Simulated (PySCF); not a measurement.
C₅H₄NO (doublet state).
Atom-mapped SMILES: `[CH2:1]=[C:2][c:3]1[cH:4][n:5][cH:6][o:7]1` (hydrogens: H8, H9 on C1; H10 on C4; H11 on C6)

Computed, not measured: PySCF, UKS B3LYP, pcH-1 on C H N O, non-relativistic, mean-field spin-orbit, GIAO. Isolated species at its GFN2-xTB geometry, gas phase. Couplings are sensitive to structure, and on GFN2-xTB geometries they can be far from those on DFT ones. No stability test was run, so a lower SCF solution isn't excluded. ⟨S²⟩ is 0.776 where a pure state has 0.75.

Computed for the main isotopes (class means, splittings of 0.05 mT or more): g = 2.0024; H8/H9 1H +112.2 MHz (4.00 mT); H10 1H -31.4 MHz (1.12 mT); H11 1H -24.6 MHz (0.88 mT); N5 14N -6.1 MHz (0.22 mT); 36 first-order lines, 10.44 mT wide.

(1) What changes when 1H at H8/H9 is replaced by 2H at both sites?

(2) What changes when 14N at N5 is replaced by 15N?

(3) Give position and intensity of the satellites from 13C at C2.

(4) Give position and intensity of the satellites from 13C at C3.

(5) Give position and intensity of the satellites from 13C at C4.

Results:

(1) The spin density stays the same (vibrational effects aside), so a scales with the nuclear g factor: 0.85744/5.58569 = 0.1535, so a goes from +112.2 to +17.2 MHz (0.614 mT). The spin goes from 1/2 to 1, so the 1:2:1 triplet becomes a 1:2:3:2:1 quintet. The spectrum then has 60 first-order lines over 4.89 mT.

(2) The spin density stays the same (vibrational effects aside), so a scales with the nuclear g factor: -0.56638/0.40376 = -1.4028, so a goes from -6.1 to +8.6 MHz (0.307 mT). The spin goes from 1 to 1/2, so the 1:1:1 triplet becomes a 1:1 doublet. The spectrum then has 24 first-order lines over 10.31 mT.

(3) a = +50.3 MHz, or 1.79 mT in magnitude, and I = 1/2, so to first order each main line has two satellites, at ±0.90 mT. The isotope's abundance is about 1.07 %, shared among 2 lines, so each has 0.54 % of the main line's intensity.

(4) a = -48.2 MHz, or 1.72 mT in magnitude, and I = 1/2, so to first order each main line has two satellites, at ±0.86 mT. The isotope's abundance is about 1.07 %, shared among 2 lines, so each has 0.54 % of the main line's intensity.

(5) a = +43.7 MHz, or 1.56 mT in magnitude, and I = 1/2, so to first order each main line has two satellites, at ±0.78 mT. The isotope's abundance is about 1.07 %, shared among 2 lines, so each has 0.54 % of the main line's intensity.

Class means assume fast exchange of nuclei equivalent by connectivity; if that motion is slow, each nucleus keeps its own coupling.
